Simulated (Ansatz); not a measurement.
Ansatz (a quantum-chemistry and plane-wave program) input (BLYP/def2-TZVPD):

Ansatz 0.2 input:
```yaml
crystal:
  periodic: [false, false, false]
  atoms:
    - {symbol: La, position_ang: [0.06882502, 0.04039515, -0.00560318]}
    - {symbol: F, position_ang: [-1.76353394, -1.03506275, 0.14357276]}
    - {symbol: F, position_ang: [-0.32941070, 1.96226026, -0.91639130]}
    - {symbol: F, position_ang: [1.65705281, -1.18303346, 0.80830535]}
basis:
  gaussian:
    orbitals: def2-TZVPD
hamiltonian:
  xc: {name: BLYP}
total_charge: 1
magnetization: {spin_polarized: true, initial_magnetization: 1}
output: {forces: true}
```

Output:

```
Functional definition: BLYP
integrals: 0.07 GiB planned
927 factors; their error is unknown
mean field: 0.64 GiB planned
mean field evaluation 1: about -8988.1777 eV, gradient 8.4e1 eV
mean field evaluation 2: about -8627.6812 eV, gradient 2.4e2 eV
mean field evaluation 4: about -8986.9093 eV, gradient 7.6e1 eV
mean field evaluation 8: about -9008.3428 eV, gradient 1.9e0 eV
mean field evaluation 16: about -9008.3576 eV, gradient 1.9e-2 eV
mean field evaluation 32: about -9008.0370 eV, gradient 7.2e-2 eV
mean field evaluation 64: about -9008.1957 eV, gradient 1.6e0 eV
mean field evaluation 96: about -9007.8337 eV, gradient 7.1e-1 eV
mean field evaluation 128: about -9006.4826 eV, gradient 1.3e1 eV
mean field -9008.35764358 eV, -331.0510373175 hartree, gradient 7.9e-6 eV, S^2 0.753317; 16 other end points of the search recorded, 0 dependent functions left out
the calculation of the forces begins
reference -9008.35803427 eV, -331.0510516749 hartree; 19, 18 occupied and 144, 145 virtual orbitals, 927 factors
Total energy: -9008.35803427 eV, -331.0510516749 hartree
Atom 0 at     0.068825     0.040395    -0.005603 Å, force     0.361266     0.212036    -0.029411 eV/Å
Atom 1 at    -1.763534    -1.035063     0.143573 Å, force    -0.571994    -0.335718     0.046567 eV/Å
Atom 2 at    -0.329411     1.962260    -0.916391 Å, force    -0.028567     0.273902    -0.124860 eV/Å
Atom 3 at     1.657053    -1.183033     0.808305 Å, force     0.239295    -0.150220     0.107704 eV/Å
Dipole moment:     0.305800     0.179482    -0.024896 e Å
```

The spin state was set by rule; other spins were not relaxed.
